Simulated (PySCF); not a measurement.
AlH7O2Si2. Atoms are numbered in the order given.

```xyz
12

Si     2.4656    -0.6608     0.0000
Si     0.8392     1.0414     0.0000
Al    -1.3639     0.0432     0.0000
O     -2.0781    -0.3154    -1.5043
O     -2.0781    -0.3154     1.5043
H      3.8560    -0.1158     0.0000
H      2.2933    -1.5221     1.2088
H      2.2933    -1.5221    -1.2088
H      1.0537     1.8931    -1.2106
H      1.0537     1.8931     1.2106
H     -2.9180    -0.7351    -1.7069
H     -2.9180    -0.7351     1.7069
```
Charge 0, spin multiplicity 1.

Geometry optimised at B3LYP-D3(BJ)/def2-SVP. The structure was generated by enumeration; whether it is a known compound was not checked. The values are those of a single conformer.

Vertical ionisation energy (IE) and electron affinity (EA) in eV. Rows of orbital energies are one-electron estimates. Where ΔSCF, EOM or ADC give a negative EA the extra electron is unbound and the value depends on the basis.

```
level                                          IE    EA
-------------------------------------------  ----  ----
−ε(HOMO), −ε(LUMO), B3LYP/def2-TZVP (PySCF)  7.54  1.08
−ε(HOMO), −ε(LUMO), PBE/def2-TZVP (PySCF)    6.71  1.66
```
